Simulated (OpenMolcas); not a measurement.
A calculation on Pd⁵⁺.

* Program: OpenMolcas
* Method: CASSCF
* Basis: ANO-RCC-VTZP [7s6p4d2f1g]
* Scalar Hamiltonian: DKH2, point nucleus
* Active space: 5 electrons in 5 orbitals (4d)
* State averaging: 2S+1 = 6 even, 1 root; 2S+1 = 4 even, 24 roots kept (CI in the orbitals of an earlier block); 2S+1 = 2 even, 75 roots kept (CI in the orbitals of an earlier block)
* Spin-orbit coupling: state interaction with AMFI integrals over the reference wave functions, term energies averaged over their components

Problem. Which level of the active space comes out lowest?

Solution. 4d5 6S 5/2, with 99 % of that term.

Problem. How high does 4d5 4D 7/2 lie?

Solution. 40372 cm-1 above the lowest level.

Problem. How high does 4d5 4G 5/2 lie?

Solution. 32342 cm-1 above the lowest level.

Problem. How high does 4d5 4D 1/2 lie?

Solution. 41790 cm-1 above the lowest level.

Problem. The level at 36010 cm-1 has J = 5/2. What is it made of, and what is its g factor?

Solution. 59 % 4d5 4P 5/2, 32 % 4d5 4D, 5 % 4d5 2D(1); g = 1.485, against 1.601 from Landé's formula for the pure leading term.

Without dynamic correlation excited terms often stand tens of per cent too high (terms of higher spin than the ground term too low), and those without a measured partner can miss by more than the paired ones. Terms from blocks run as CI alone lack orbitals of their own. Only configurations of the active space appear.

A number in round brackets counts repeated terms of one configuration in the order of the reference energies.
